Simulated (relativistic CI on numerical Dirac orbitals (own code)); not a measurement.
**Hyperfine structure of Sr21+, mass number 87**

Calculated at this level of theory: Dirac-Coulomb-Breit CI, KLI orbitals optimised for each configuration, QED by a radiative potential, unscaled Slater integrals (own radial code, finite nucleus).

Configurations in the expansion (outside the closed core [Ne]): 3s²3p⁵, 3s3p⁶, 3s²3p⁴3d, 3s3p⁵3d, 3p⁶3d, 3s3p⁴3d², 3s²3p³3d4p, 3s²3p⁴4s, 3p⁶4s, 3p⁶4p, 3s3p⁴3d4s, 3s²3p⁴4p, 3s²3p³3d², 3s²3p²3d³, 3s3p³3d³, 3s²3p²3d²4s, 3s²3p²3d²4p. Double excitations out of closed p, d and f shells are left out; levels of such configurations are missing from the list, as are those of other unlisted configurations, and high levels can miss mixing partners.

Nuclear spin I = 9/2, μ = -1.09316 μN, Q = 0.305 b (tables of Stone and Pyykkö). The electronic factors are computed for point nuclear moments, without core polarisation or the Bohr-Weisskopf and QED corrections.

```tsv
Level	E (eV)	A (MHz)	B (MHz)
3s²3p⁵ ²P°3/2	0.000	-4564	-10500
3s²3p⁵ ²P°1/2	14.173	-25320	
3s3p⁶ ²S1/2	78.399	-61070	
3s²3p⁴3d ⁴D5/2	94.451	-3058	-1780
3s²3p⁴3d ⁴D3/2	94.613	-4009	-2960
3s²3p⁴3d ⁴D7/2	95.885	-2280	-1270
3s²3p⁴3d ⁴D1/2	96.359	-5440	
3s²3p⁴3d ⁴F9/2	101.024	-2537	6940
```

Levels with J = 0, under 50 % of one LS term, or S terms without an open s electron are left out. Small factors come from cancelling terms and can be off by tens of per cent or more.

At this charge energies of transitions that change n are usually good to better than 1 %, and those within a shell (Δn = 0) to a few per cent.

(1) Give the hyperfine levels of 3s²3p⁵ ²P°1/2 relative to its centre of gravity.

## Answers

(1) With K = F(F + 1) − I(I + 1) − J(J + 1), E = AK/2: F = 4: 69620, F = 5: -56960 MHz.

LS names give the leading component of a level, which can be under half, so a name can repeat, a term be missing and a line seem to break the LS rules.
